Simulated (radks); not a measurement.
Effect of the nuclear size on neutral dysprosium, [Xe] 4f10 6s2. Method: Dirac Kohn-Sham, relativistic LDA (MacDonald-Vosko exchange, VWN5 correlation), spin-unpolarised, spherical densities, finite nucleus; open shells are shared between the two j in proportion to 2j + 1; Fermi nuclear charge, rms radius 5.2218 fm; computed with a radial shooting solver on a logarithmic mesh with Libxc functionals. The rms radius is varied about that value; shifts are against it.

rms radius (fm) = 4.5691: total energy shift (eV) -6.06; density at nucleus (e/bohr^3) 7.573e+05; 1s1/2 shift (meV) -2480; 2s1/2 shift (meV) -325; 5s1/2 shift (meV) -2.45; 5p1/2 shift (meV) 0.287; 6s1/2 shift (meV) -0.101; 4f7/2 shift (meV) 0.472; 6p1/2 (empty) shift (meV) 0.092
rms radius (fm) = 4.7936: total energy shift (eV) -4.04; density at nucleus (e/bohr^3) 7.475e+05; 1s1/2 shift (meV) -1650; 2s1/2 shift (meV) -217; 5s1/2 shift (meV) -1.64; 5p1/2 shift (meV) 0.191; 6s1/2 shift (meV) -0.068; 4f7/2 shift (meV) 0.315; 6p1/2 (empty) shift (meV) 0.061
rms radius (fm) = 5.2218: total energy shift (eV) 0; density at nucleus (e/bohr^3) 7.304e+05; 1s1/2 shift (meV) 0.000; 2s1/2 shift (meV) 0.000; 5s1/2 shift (meV) 0.000; 5p1/2 shift (meV) 0.000; 6s1/2 shift (meV) 0.000; 4f7/2 shift (meV) 0.000; 6p1/2 (empty) shift (meV) 0.000
rms radius (fm) = 5.4255: total energy shift (eV) 2.01; density at nucleus (e/bohr^3) 7.228e+05; 1s1/2 shift (meV) 822; 2s1/2 shift (meV) 108; 5s1/2 shift (meV) 0.814; 5p1/2 shift (meV) -0.095; 6s1/2 shift (meV) 0.034; 4f7/2 shift (meV) -0.157; 6p1/2 (empty) shift (meV) -0.030
rms radius (fm) = 6.0051: total energy shift (eV) 8.04; density at nucleus (e/bohr^3) 7.032e+05; 1s1/2 shift (meV) 3280; 2s1/2 shift (meV) 431; 5s1/2 shift (meV) 3.25; 5p1/2 shift (meV) -0.380; 6s1/2 shift (meV) 0.134; 4f7/2 shift (meV) -0.625; 6p1/2 (empty) shift (meV) -0.122

Slopes of the eigenvalues against <r^2> in GHz/fm^2, as finite differences over the two radii next to the reference (eigenvalue slopes, not the field-shift constants of lines): 1s1/2 92600, 2s1/2 12200, 5s1/2 91.8, 5p1/2 -10.7, 6s1/2 3.79, 4f7/2 -17.6, 6p1/2 (empty) -3.43.
